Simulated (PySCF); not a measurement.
Cl₃In, charge -1, doublet, at a GFN2-xTB geometry (such geometries of metal compounds can be far from the true shape) (a state made from the parent by changing its charge; the spin is typed, not shown lowest) (all electrons, no relativity) (in this run its highest filled SCF level lies above zero, so its values depend strongly on the basis, on diffuse functions most of all); B3LYP/STO-3G (PySCF).

PySCF was given this input:
```python
from pyscf import gto, scf, dft

mol = gto.Mole()
mol.atom = '''
    In   -0.085964   -0.391910   -0.261744
    Cl    2.342113    0.175013   -0.188861
    Cl   -0.830550   -0.660276    2.103809
    Cl   -1.263785    1.614885   -1.160510
'''
mol.basis = 'sto-3g'
mol.charge = -1
mol.spin = 1
mol.verbose = 5
mol.build()

mf = dft.UKS(mol)
mf.xc = 'b3lyp'
mf.kernel()
```

Output, abridged:

```
PySCF version 2.14.0

[INPUT] verbose = 5
[INPUT] max_memory = 4000
[INPUT] num. atoms = 4
[INPUT] num. electrons = 101
[INPUT] charge = -1
[INPUT] spin (= nelec alpha-beta = 2S) = 1
[INPUT] symmetry False subgroup None
[INPUT] Mole.unit = angstrom
[INPUT] Symbol           X                Y                Z      unit          X                Y                Z       unit  Magmom
[...]
[INPUT] ---------------- BASIS SET ----------------
[INPUT] l, kappa, [nprim/nctr], expnt,             c_1 c_2 ...
[INPUT] Cl
[...]
                                109.5358542       0.5353281423
                                29.64467686       0.4446345422
[...]
                                9.053563477       0.3995128261
                                2.944499834       0.7001154689
[...]
                                0.5940934274      0.2255954336
                                0.232524141       0.900398426
[...]
                                9.053563477       0.6076837186
                                2.944499834       0.3919573931
[...]
                                0.5940934274      0.5951670053
                                0.232524141       0.462001012
[INPUT] In
[...]
                                939.5770707       0.5353281423
                                254.2862231       0.4446345422
[...]
                                105.1120716       0.3995128261
                                34.18570799       0.7001154689
[...]
                                17.07428044       0.2175436044
                                6.587788204       0.9166769611
[...]
                                1.965878882       0.0576109534
                                0.8653847237      1.115578745
[...]
                                0.3052530187      -0.1972567438
                                0.1348356264      1.375495512
[...]
                                105.1120716       0.6076837186
                                34.18570799       0.3919573931
[...]
                                17.07428044       0.5777664691
                                6.587788204       0.4846460366
[...]
                                1.965878882       0.5852047641
                                0.8653847237      0.543944204
[...]
                                0.3052530187      0.629032369
                                0.1348356264      0.6662832743
[...]
                                17.07428044       0.6555473627
[...]
  3.85234888e-01  3.85237095e-01]
multiplicity <S^2> = 0.75095723  2S+1 = 2.000957
nelec by numeric integration = [50.99999912 49.99999915]
E1 = -11071.895159002514  E2 = 3376.548077203549  Ecoul = 3618.407758080448  Exc = -241.85968087689895
cycle= 8 E= -7050.57602324415  delta_E= -4.64e-11  |g|= 2.16e-07  |ddm|= 1.3e-05
  alpha mo_energy =
[-9.76371780e+02 -1.41540758e+02 -1.34388671e+02 -1.34388054e+02
 -1.34388054e+02 -1.00121399e+02 -1.00121392e+02 -1.00121392e+02
 -2.55315250e+01 -2.28838545e+01 -2.28814525e+01 -2.28814525e+01
 -1.52314914e+01 -1.52307446e+01 -1.52307444e+01 -1.52290935e+01
 -1.52290925e+01 -8.93950259e+00 -8.93915538e+00 -8.93915468e+00
 -6.71461124e+00 -6.71428215e+00 -6.71427455e+00 -6.70549074e+00
 -6.70539032e+00 -6.70538827e+00 -6.70513280e+00 -6.70512709e+00
 -6.70510096e+00 -3.35062647e+00 -2.29616818e+00 -2.29334575e+00
 -2.29334484e+00 -4.97911784e-01 -4.91683963e-01 -4.91683838e-01
 -1.31379992e-01 -9.23687460e-02 -9.23681963e-02 -5.31703770e-02
 -5.25649126e-02 -5.25633797e-02 -3.93882321e-02 -3.93877094e-02
 -3.19732295e-02 -1.69623576e-02 -1.53266488e-02 -1.53264147e-02
 -4.27728451e-03 -4.27639614e-03  8.40378150e-02  3.36512551e-01
  3.61670717e-01  3.61671340e-01]
  beta  mo_energy =
[-9.76371122e+02 -1.41540155e+02 -1.34388017e+02 -1.34387656e+02
 -1.34387656e+02 -1.00120921e+02 -1.00120914e+02 -1.00120914e+02
 -2.55306428e+01 -2.28824558e+01 -2.28811517e+01 -2.28811516e+01
 -1.52303197e+01 -1.52301249e+01 -1.52301247e+01 -1.52289764e+01
 -1.52289754e+01 -8.93889826e+00 -8.93855154e+00 -8.93855084e+00
 -6.71308347e+00 -6.71271640e+00 -6.71270902e+00 -6.70488882e+00
 -6.70488857e+00 -6.70488344e+00 -6.70482145e+00 -6.70478880e+00
 -6.70478687e+00 -3.34814847e+00 -2.29214070e+00 -2.29213992e+00
 -2.29154063e+00 -4.94074654e-01 -4.87905402e-01 -4.87905267e-01
 -1.19860899e-01 -8.70739600e-02 -8.70733358e-02 -5.11177360e-02
 -5.11161981e-02 -4.89140326e-02 -3.52075909e-02 -3.52068938e-02
 -2.38572640e-02 -1.55690181e-02 -1.27730563e-02 -1.27728533e-02
 -1.95704251e-03 -1.95610623e-03  1.78666746e-01  3.45843095e-01
  3.85234910e-01  3.85237118e-01]
multiplicity <S^2> = 0.75095724  2S+1 = 2.000957
nelec by numeric integration = [50.99999912 49.99999915]
E1 = -11071.895158825602  E2 = 3376.5480770266568  Ecoul = 3618.4077580041585  Exc = -241.85968097750163
Extra cycle  E= -7050.57602324413  delta_E= 1.91e-11  |g|= 6.13e-08  |ddm|= 1.38e-06
converged SCF energy = -7050.57602324413  <S^2> = 0.75095724  2S+1 = 2.000957
```
